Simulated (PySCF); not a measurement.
Work out the structure from these simulated measurements.

Formula: C5H13FSi3.

| Property | Result |
| --- | --- |
| 13C NMR | chemical shifts (computed TMS as zero) by class: 117.0 (1 C), 88.1 (1 C), 78.7 (1 C), 23.8 (1 C), 6.5 (1 C) ppm [GIAO PBE0/pcSseg-1] |
| Rotational structure | rotational constants A, B, C: 1.012, 0.562, 0.446 GHz [GFN2-xTB] |
| 1H NMR | chemical shifts (computed TMS as zero) by class: 5.18 (1 H), 4.48 (1 H), 4.00 (1 H), 3.80 (1 H), 3.58 (3 H), 2.09 (3 H), 1.67 (3 H) ppm [GIAO PBE0/pcSseg-1] |
| Dipole | 2.40 D [PBE0/pcSseg-1] |
| NMR, other nuclei | isotropic shieldings of nuclei other than C and H, by class: 407 (1 F), 406 (1 Si), 457 (1 Si), 460 (1 Si) ppm [GIAO PBE0/pcSseg-1] |

The electronic properties come from PySCF, for the isolated species, density fitting. Levels stand in brackets. Geometry: GFN2-xTB, one conformer, isolated molecule. NMR classes are plain means over equivalent atoms (diastereotopic ones count apart unless rotation or inversion swaps them), as if these changed places fast.

Q: Propose a structure and show how it fits.

A: Numbering: `[CH3:1][C:2]#[C:3][Si@@H:4]([SiH3:5])[SiH2:6][C@@H:7]([CH3:8])[F:9]`. Its formula, C5H13FSi3, gives 2 degrees of unsaturation: 0 rings and 2 π bonds in the structure found. 5 carbons fall into 5 classes; from least to most shielded: alkyne carbon [C2] (117.0 ppm), sp3 C–F carbon [C7] (88.1 ppm), alkyne carbon [C3] (78.7 ppm), methyl carbon [C8] (23.8 ppm), propargylic carbon [C1] (6.5 ppm). Hydrogen classes from least to most shielded: 1 H on an sp3 C–F carbon, C7 (5.18 ppm), 1 H on an SiH silicon, Si4 (4.48 ppm), 1 H on an SiH2 silicon, Si6 (4.00 ppm), 1 H on an SiH2 silicon, Si6 (3.80 ppm), 3 H on an SiH3 silicon, Si5 (3.58 ppm), 3 H on a propargylic carbon, C1 (2.09 ppm), 3 H on a methyl carbon, C8 (1.67 ppm, a mean of values up to 0.9 ppm apart in this geometry). The other shieldings belong to: 407 ppm, alkyl fluorine [F9]; 406 ppm, SiH2 silicon [Si6]; 457 ppm, SiH3 silicon [Si5]; 460 ppm, SiH silicon [Si4]. The optimised geometry has point group C1 and is an asymmetric top. Structure: `CC#C[Si@@H]([SiH3])[SiH2][C@@H](C)F`. Computed isomers that give other values at the same levels: `CC#CC[Si]([SiH3])([SiH3])CF` (13C chemical shifts (computed TMS as zero) by class: 82.5 (1 C), 82.4 (1 C), 81.6 (1 C), 6.0 (1 C), 4.7 (1 C) ppm); `C[SiH2]C1=CC[SiH2][SiH2][C@@H]1F` (13C chemical shifts (computed TMS as zero) by class: 149.4 (1 C), 138.5 (1 C), 95.0 (1 C), 13.9 (1 C), -9.4 (1 C) ppm); `C#C[Si@@](C)(C[SiH3])C[SiH2]F` (13C chemical shifts (computed TMS as zero) by class: 103.4 (1 C), 92.9 (1 C), 3.2 (1 C), 2.1 (1 C), -4.2 (1 C) ppm). The assignments are read from this structure; whether some other isomer fits the data as well wasn't checked. The mirror image fits equally.

Conformer computed: `[CH3:1][C:2]#[C:3][Si@@H:4]([SiH3:5])[SiH2:6][C@@H:7]([CH3:8])[F:9]`: C3–Si4–Si6–C7 -80°, Si4–Si6–C7–C8 -167°.
